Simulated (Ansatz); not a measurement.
Geometry optimisation, RKS r2SCAN-D4/def2-SVP (Ansatz).

Input:

```yaml
crystal:
  periodic: [false, false, false]
  atoms:
    - { symbol: Se, position_ang: [0.9782, -1.3175, -1.5753] }
    - { symbol: C, position_ang: [0.5037, -0.4629, 0.1297] }
    - { symbol: O, position_ang: [-0.8619, -0.6951, 0.4605] }
    - { symbol: C, position_ang: [-1.1134, 0.6679, 0.4429] }
    - { symbol: S, position_ang: [0.4267, 1.3344, -0.0259] }
    - { symbol: H, position_ang: [2.351, -0.6749, -1.5413] }
    - { symbol: H, position_ang: [1.2219, -0.7848, 0.9435] }
    - { symbol: H, position_ang: [-1.9112, 0.8667, -0.345] }
    - { symbol: H, position_ang: [-1.5065, 1.02, 1.4938] }
basis:
  gaussian: { orbitals: def2-SVP }
hamiltonian:
  xc: r2scan
  dispersion: d4
relax:
  f_tol: 0.015
  max_steps: 40
output:
  orbitals: {}
```

Command:

```bash
$ ansatz run input.yaml --threads 2 --pin off --max-ram 3072MiB --backend cpu --events-out ev --progress --plain --runs-dir out
```

**Question.** Where does it end, and by what steps?

**Answer.** The forces met the threshold. The force dipped under the threshold on the way, but the program's further checks kept it going. After 27 steps the energy has fallen by 0.660 eV; H6 moved furthest, 1.41 Å.

```tsv
step	energy less start (eV)	largest force component (eV/Å)	accepted
0	0.0000	5.187	yes
1	-0.4640	2.130	yes
2	-0.5399	0.268	yes
3	-0.5540	0.254	yes
4	-0.5626	0.103	yes
5	-0.5664	0.110	yes
6	-0.5677	0.027	yes
7	-0.5679	0.013	yes
8	-0.5681	0.137	yes
9	-0.5685	0.058	yes
10	-0.5692	0.045	yes
11	-0.5656	0.421	no
12	-0.5690	0.069	no
13	-0.5694	0.015	yes
14	-0.5705	0.155	yes
15	-0.5709	0.251	yes
16	-0.5729	0.170	yes
17	-0.5827	0.292	yes
18	-0.5605	1.019	no
19	-0.5943	0.192	yes
20	-0.6050	0.260	yes
21	-0.6141	0.468	yes
22	-0.6209	0.439	yes
23	-0.6532	0.223	yes
24	-0.6574	0.213	yes
25	-0.6599	0.037	yes
26	-0.6601	0.041	yes
27	-0.6602	0.006	yes
```

```xyz
9
Properties=species:S:1:pos:R:3
Se 1.257 -0.570 -1.749
C 0.751 -0.115 0.115
O -0.488 -0.616 0.546
C -1.244 0.581 0.471
S 0.246 1.651 0.215
H 1.715 -1.930 -1.407
H 1.573 -0.425 0.779
H -1.931 0.598 -0.394
H -1.791 0.780 1.407
```

The run took 2.2 min on 2 threads of Arm Neoverse V1, on a shared host, peak memory 0.18 GiB.
